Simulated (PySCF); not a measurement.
# A single-point calculation

[BiCl4]+ (singlet). PySCF 2.14.0, RKS B3LYP, Bi def2-SVP with ECP60, Cl def2-SVP; non-relativistic Hamiltonian with scalar-relativistic core potentials where named; density fitting; no spin-orbit coupling. Purpose: singlet excitations, Tamm-Dancoff B3LYP.

```python
mol = gto.M(atom='''
Bi     0.00523     0.25145    -0.00000
Cl    -0.02405    -1.15704     1.96445
Cl    -0.02405    -1.15704    -1.96445
Cl     2.00969     1.60408    -0.00000
Cl    -1.94130     1.68621     0.00000''',
    basis={'Bi': 'def2-SVP', 'Cl': 'def2-SVP'},
    ecp={'Bi': 'def2-SVP'},
    charge=1, spin=0)
mf = dft.RKS(mol, xc='B3LYP')
mf.grids.atom_grid = (50, 194)
mf = mf.density_fit()  # fitting sets: Bi def2-universal-JKFIT, Cl def2-universal-JKFIT
mf.conv_tol = 1e-08; mf.max_cycle = 55
mf.kernel(dm0)  # dm0: converged density of the relaxed state
td = mf.TDA(); td.nstates = 8; td.kernel()
```

Run from Python with OMP_NUM_THREADS=2; the lines above give its settings. Where DIIS fails, smearing, a level shift and second-order steps follow.
It took 16 s on 2 threads of Arm Neoverse V1, on a shared host, from an already converged density.

Q: Where do the frontier levels lie, over both spins?

A: HOMO -14.54 eV, LUMO -11.55 eV. 

Q: What does the SCF print?

A: 
```
init E= -2054.71011397716
cycle= 1 E= -2054.71168277651  delta_E= -0.00157  |g|= 0.0479  |ddm|= 0.212
cycle= 2 E= -2054.710494102  delta_E= 0.00119  |g|= 0.0788  |ddm|= 0.169
cycle= 3 E= -2054.71240522582  delta_E= -0.00191  |g|= 0.00254  |ddm|= 0.109
cycle= 4 E= -2054.71240655225  delta_E= -1.33e-06  |g|= 0.000592  |ddm|= 0.00391
cycle= 5 E= -2054.71240664623  delta_E= -9.4e-08  |g|= 0.000172  |ddm|= 0.00101
cycle= 6 E= -2054.71240665128  delta_E= -5.05e-09  |g|= 0.000115  |ddm|= 0.00036
cycle= 7 E= -2054.71240665605  delta_E= -4.76e-09  |g|= 1.62e-05  |ddm|= 0.000202
Extra cycle  E= -2054.71240665587  delta_E= 1.77e-10  |g|= 2.7e-05  |ddm|= 6.83e-05
converged SCF energy = -2054.71240665587
```

Q: What are the Mulliken charges and spins?

A: 
```
atom  charge (e)  spin (e)
 Bi1       1.086     0.000
 Cl2      -0.022     0.000
 Cl3      -0.022     0.000
 Cl4      -0.021     0.000
 Cl5      -0.021     0.000
```

Q: Which singlet excitations follow (Tamm-Dancoff, 8 states)?

A: 
| state | eV | oscillator strength |
| --- | --- | --- |
| 1 | 1.99 | 0.0000 |
| 2 | 2.00 | 0.0000 |
| 3 | 2.00 | 0.0000 |
| 4 | 2.31 | 0.0000 |
| 5 | 2.32 | 0.0000 |
| 6 | 2.48 | 0.0196 |
| 7 | 2.49 | 0.0198 |
| 8 | 2.49 | 0.0199 |
Functionals without range separation put charge-transfer states too low; the basis has no diffuse functions.

The geometry was relaxed with PBE (Bi def2-SVP with ECP60, Cl def2-SVP).
